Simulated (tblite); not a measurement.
A geometry optimisation, step by step.

C₂H₁₂BP₂ (charge +1).
Bonds: C1–P2, P2–C3, P2–B4, B4–P5. Hydrogens: H6, H7, H8 on C1; H9 on P2; H10, H11, H12 on C3; H13, H14 on B4; H15, H16, H17 on P5.

Computed with GFN2-xTB (tblite), gas phase: L-BFGS steps from a force-field or distance-geometry start until the largest atomic force falls under 0.01 eV/Å. 4 of its 138 geometries are shown.

Step 0: E = -442.2328 eV, largest atomic force 1.299 eV/Å
```
atom  x, y, z in Å  |  force x, y, z in eV/Å
C1     -0.913    1.741    0.312   -0.114   1.135  -0.015
P2     -0.604   -0.022    0.423    0.844  -0.918  -0.362
C3     -1.967   -1.046   -0.179   -0.361  -0.706   0.159
B4      0.825   -0.389   -0.788   -0.073  -0.637  -0.071
P5      2.420   -0.284    0.218   -0.274   0.023  -0.672
H6     -0.977    2.217    1.305   -0.312  -0.091  -0.492
H7     -1.818    1.913   -0.313    0.451  -0.011   0.635
H8     -0.056    2.212   -0.231   -0.582  -0.343   0.404
H9     -0.260   -0.427    1.754   -0.636   0.399  -0.555
H10    -2.782   -1.179    0.555    0.160   0.268  -0.502
H11    -1.534   -2.053   -0.377   -0.284   0.569   0.183
H12    -2.309   -0.662   -1.161    0.022  -0.044   0.666
H13     0.794    0.338   -1.710    0.067   0.319  -0.016
H14     0.705   -1.513   -1.156    0.146  -0.100  -0.013
H15     2.559   -1.420    1.033    0.325   0.758  -0.047
H16     2.421    0.900    0.998    0.656  -0.790  -0.191
H17     3.488   -0.313   -0.691   -0.034   0.168   0.889
```

Step 46: E = -442.9023 eV, largest atomic force 0.155 eV/Å
```
atom  x, y, z in Å  |  force x, y, z in eV/Å
C1     -1.024    1.639    0.409    0.063  -0.031  -0.010
P2     -0.550   -0.121    0.329   -0.134   0.074  -0.025
C3     -2.075   -0.962   -0.180    0.027  -0.056   0.018
B4      0.921   -0.498   -0.864    0.061   0.036   0.017
P5      2.572   -0.254    0.081   -0.057   0.018   0.015
H6     -1.464    1.892    1.369   -0.007  -0.006   0.104
H7     -1.762    1.839   -0.364   -0.021  -0.027  -0.109
H8     -0.165    2.276    0.222    0.086   0.059   0.067
H9     -0.381   -0.487    1.661   -0.031  -0.005  -0.069
H10    -2.921   -0.621    0.414   -0.015  -0.048   0.055
H11    -1.969   -2.043   -0.097   -0.008   0.033   0.037
H12    -2.257   -0.715   -1.225   -0.007  -0.007  -0.064
H13     0.858    0.279   -1.755    0.011  -0.015  -0.050
H14     0.879   -1.630   -1.208   -0.020  -0.007  -0.004
H15     2.757   -1.110    1.146    0.108   0.029  -0.019
H16     2.837    0.958    0.684    0.000   0.007   0.012
H17     3.736   -0.430   -0.633   -0.055  -0.054   0.028
```

Step 91: E = -442.9630 eV, largest atomic force 0.020 eV/Å
```
atom  x, y, z in Å  |  force x, y, z in eV/Å
C1     -0.971    1.632    0.486    0.004  -0.018   0.006
P2     -0.585   -0.139    0.335   -0.002  -0.006   0.016
C3     -2.117   -0.948   -0.201   -0.005   0.003   0.001
B4      0.892   -0.577   -0.825    0.002   0.006   0.017
P5      2.569   -0.169    0.010    0.005  -0.001   0.011
H6     -1.902    1.772    1.034   -0.001   0.004   0.020
H7     -1.082    2.057   -0.512    0.001   0.001  -0.014
H8     -0.170    2.157    1.004    0.009   0.005  -0.008
H9     -0.458   -0.549    1.656   -0.009   0.001  -0.002
H10    -2.955   -0.644    0.424   -0.005  -0.006   0.001
H11    -1.996   -2.029   -0.146   -0.007   0.007  -0.013
H12    -2.321   -0.674   -1.236    0.000   0.002  -0.005
H13     0.784    0.067   -1.813    0.013   0.006  -0.009
H14     0.886   -1.746   -1.021   -0.007  -0.017  -0.002
H15     2.872   -0.834    1.179    0.004   0.019   0.005
H16     2.882    1.127    0.369   -0.011  -0.011  -0.010
H17     3.666   -0.492   -0.751    0.009   0.007  -0.012
```

Step 137: E = -442.9711 eV, largest atomic force 0.009 eV/Å
```
atom  x, y, z in Å  |  force x, y, z in eV/Å
C1     -0.892    1.580    0.562   -0.006  -0.005  -0.001
P2     -0.607   -0.206    0.361   -0.004  -0.007  -0.004
C3     -2.157   -0.890   -0.285   -0.001   0.007  -0.002
B4      0.888   -0.700   -0.749    0.004   0.003  -0.005
P5      2.552   -0.084   -0.022   -0.002   0.004  -0.004
H6     -1.812    1.758    1.118    0.004   0.001  -0.001
H7     -0.981    2.037   -0.423    0.001  -0.001   0.004
H8     -0.062    2.045    1.092    0.006   0.000   0.001
H9     -0.571   -0.672    1.668    0.004   0.004   0.001
H10    -3.001   -0.600    0.341   -0.003  -0.002   0.003
H11    -2.093   -1.977   -0.324    0.004   0.004   0.002
H12    -2.314   -0.517   -1.297    0.000  -0.003   0.001
H13     0.737   -0.181   -1.805    0.003  -0.005  -0.003
H14     0.941   -1.883   -0.809    0.000  -0.002   0.001
H15     2.944   -0.523    1.225   -0.008   0.000   0.003
H16     2.774    1.271    0.108    0.002  -0.002   0.003
H17     3.647   -0.446   -0.771   -0.003   0.003   0.001
```

Task: Summarise the path.

Result: The energy falls by 0.7383 eV from step 0 to step 137; nine tenths of that is first reached at step 44. It rises by more than 0.2 meV at step 55. The largest force goes from 1.299 to 0.009 eV/Å. Among the bonds P2–H9 changes most, from 1.433 to 1.387 Å; the atoms move by 0.664 Å rms after alignment.

Task: Follow the three bonds and two angles with the largest change from start to end.

Result: 
```json
{"step": "0", "E above end (eV)": "0.7383", "largest force (eV/Å)": "1.299", "P2–H9 (Å)": "1.433", "P5–H16 (Å)": "1.418", "C1–H8 (Å)": "1.118", "H16–P5–H17 (°)": "111.9", "H15–P5–H16 (°)": "110.8"}
{"step": "6", "E above end (eV)": "0.2963", "largest force (eV/Å)": "0.498", "P2–H9 (Å)": "1.384", "P5–H16 (Å)": "1.371", "C1–H8 (Å)": "1.096", "H16–P5–H17 (°)": "102.2", "H15–P5–H16 (°)": "99.7"}
{"step": "12", "E above end (eV)": "0.1833", "largest force (eV/Å)": "0.358", "P2–H9 (Å)": "1.393", "P5–H16 (Å)": "1.381", "C1–H8 (Å)": "1.087", "H16–P5–H17 (°)": "99.8", "H15–P5–H16 (°)": "98.9"}
{"step": "18", "E above end (eV)": "0.1340", "largest force (eV/Å)": "0.249", "P2–H9 (Å)": "1.387", "P5–H16 (Å)": "1.380", "C1–H8 (Å)": "1.092", "H16–P5–H17 (°)": "100.9", "H15–P5–H16 (°)": "101.0"}
{"step": "24", "E above end (eV)": "0.1078", "largest force (eV/Å)": "0.121", "P2–H9 (Å)": "1.389", "P5–H16 (Å)": "1.379", "C1–H8 (Å)": "1.089", "H16–P5–H17 (°)": "100.8", "H15–P5–H16 (°)": "100.7"}
{"step": "30", "E above end (eV)": "0.0969", "largest force (eV/Å)": "0.052", "P2–H9 (Å)": "1.388", "P5–H16 (Å)": "1.380", "C1–H8 (Å)": "1.089", "H16–P5–H17 (°)": "100.4", "H15–P5–H16 (°)": "100.0"}
{"step": "36", "E above end (eV)": "0.0909", "largest force (eV/Å)": "0.105", "P2–H9 (Å)": "1.390", "P5–H16 (Å)": "1.382", "C1–H8 (Å)": "1.089", "H16–P5–H17 (°)": "100.7", "H15–P5–H16 (°)": "99.8"}
{"step": "42", "E above end (eV)": "0.0781", "largest force (eV/Å)": "0.153", "P2–H9 (Å)": "1.387", "P5–H16 (Å)": "1.378", "C1–H8 (Å)": "1.088", "H16–P5–H17 (°)": "100.7", "H15–P5–H16 (°)": "99.8"}
{"step": "48", "E above end (eV)": "0.0649", "largest force (eV/Å)": "0.074", "P2–H9 (Å)": "1.391", "P5–H16 (Å)": "1.381", "C1–H8 (Å)": "1.089", "H16–P5–H17 (°)": "100.3", "H15–P5–H16 (°)": "100.4"}
{"step": "54", "E above end (eV)": "0.0459", "largest force (eV/Å)": "0.131", "P2–H9 (Å)": "1.391", "P5–H16 (Å)": "1.376", "C1–H8 (Å)": "1.087", "H16–P5–H17 (°)": "100.6", "H15–P5–H16 (°)": "100.8"}
{"step": "60", "E above end (eV)": "0.0350", "largest force (eV/Å)": "0.091", "P2–H9 (Å)": "1.386", "P5–H16 (Å)": "1.381", "C1–H8 (Å)": "1.088", "H16–P5–H17 (°)": "101.0", "H15–P5–H16 (°)": "100.4"}
{"step": "66", "E above end (eV)": "0.0274", "largest force (eV/Å)": "0.064", "P2–H9 (Å)": "1.390", "P5–H16 (Å)": "1.379", "C1–H8 (Å)": "1.090", "H16–P5–H17 (°)": "100.3", "H15–P5–H16 (°)": "99.9"}
{"step": "71", "E above end (eV)": "0.0245", "largest force (eV/Å)": "0.071", "P2–H9 (Å)": "1.386", "P5–H16 (Å)": "1.380", "C1–H8 (Å)": "1.090", "H16–P5–H17 (°)": "100.6", "H15–P5–H16 (°)": "101.0"}
{"step": "77", "E above end (eV)": "0.0189", "largest force (eV/Å)": "0.086", "P2–H9 (Å)": "1.390", "P5–H16 (Å)": "1.378", "C1–H8 (Å)": "1.089", "H16–P5–H17 (°)": "100.5", "H15–P5–H16 (°)": "100.1"}
{"step": "83", "E above end (eV)": "0.0109", "largest force (eV/Å)": "0.066", "P2–H9 (Å)": "1.389", "P5–H16 (Å)": "1.380", "C1–H8 (Å)": "1.090", "H16–P5–H17 (°)": "100.9", "H15–P5–H16 (°)": "100.1"}
{"step": "89", "E above end (eV)": "0.0084", "largest force (eV/Å)": "0.030", "P2–H9 (Å)": "1.388", "P5–H16 (Å)": "1.379", "C1–H8 (Å)": "1.088", "H16–P5–H17 (°)": "100.6", "H15–P5–H16 (°)": "100.5"}
{"step": "95", "E above end (eV)": "0.0072", "largest force (eV/Å)": "0.036", "P2–H9 (Å)": "1.388", "P5–H16 (Å)": "1.379", "C1–H8 (Å)": "1.088", "H16–P5–H17 (°)": "100.3", "H15–P5–H16 (°)": "100.5"}
{"step": "101", "E above end (eV)": "0.0065", "largest force (eV/Å)": "0.020", "P2–H9 (Å)": "1.388", "P5–H16 (Å)": "1.379", "C1–H8 (Å)": "1.089", "H16–P5–H17 (°)": "100.5", "H15–P5–H16 (°)": "100.4"}
{"step": "107", "E above end (eV)": "0.0060", "largest force (eV/Å)": "0.027", "P2–H9 (Å)": "1.388", "P5–H16 (Å)": "1.379", "C1–H8 (Å)": "1.089", "H16–P5–H17 (°)": "100.6", "H15–P5–H16 (°)": "100.4"}
{"step": "113", "E above end (eV)": "0.0049", "largest force (eV/Å)": "0.034", "P2–H9 (Å)": "1.388", "P5–H16 (Å)": "1.379", "C1–H8 (Å)": "1.089", "H16–P5–H17 (°)": "100.4", "H15–P5–H16 (°)": "100.5"}
{"step": "119", "E above end (eV)": "0.0032", "largest force (eV/Å)": "0.039", "P2–H9 (Å)": "1.389", "P5–H16 (Å)": "1.380", "C1–H8 (Å)": "1.089", "H16–P5–H17 (°)": "100.6", "H15–P5–H16 (°)": "100.4"}
{"step": "125", "E above end (eV)": "0.0020", "largest force (eV/Å)": "0.030", "P2–H9 (Å)": "1.387", "P5–H16 (Å)": "1.380", "C1–H8 (Å)": "1.089", "H16–P5–H17 (°)": "100.4", "H15–P5–H16 (°)": "100.3"}
{"step": "131", "E above end (eV)": "0.0008", "largest force (eV/Å)": "0.052", "P2–H9 (Å)": "1.388", "P5–H16 (Å)": "1.380", "C1–H8 (Å)": "1.089", "H16–P5–H17 (°)": "100.0", "H15–P5–H16 (°)": "100.7"}
{"step": "137", "E above end (eV)": "0.0000", "largest force (eV/Å)": "0.009", "P2–H9 (Å)": "1.387", "P5–H16 (Å)": "1.379", "C1–H8 (Å)": "1.089", "H16–P5–H17 (°)": "100.5", "H15–P5–H16 (°)": "100.5"}
```
